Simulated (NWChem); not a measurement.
Molecule: TiNH₂OF; SMILES [NH]=[Ti]([OH])[F]

```xyz
6

Ti     0.0290    -0.0759     0.0000
N     -1.6469     0.0655     0.0000
H     -2.6503    -0.1612     0.0000
F      0.8120    -1.6965     0.0000
O      0.9337     1.5060     0.0000
H      0.5476     2.3994     0.0000
```
Atoms are numbered in this order, from 1.

This is a stationary point of PBE-D3(BJ)/def2-SVP (NWChem), point group Cs. 

### Question
Is it a minimum? If not, what does it relax to?

### Answer
No. It has an imaginary frequency of 74i cm⁻¹. Following that mode (on a finer grid) lowers the energy by 0.4 kcal/mol and ends, with real frequencies alone, at point group C1:
```xyz
6

Ti    -0.0182    -0.0259     0.2598
N     -1.6662     0.0902    -0.0376
H     -2.6330    -0.0649    -0.3509
F      0.7683    -1.5796    -0.1775
O      0.8734     1.5276    -0.0605
H      0.4777     2.3640    -0.3611
```
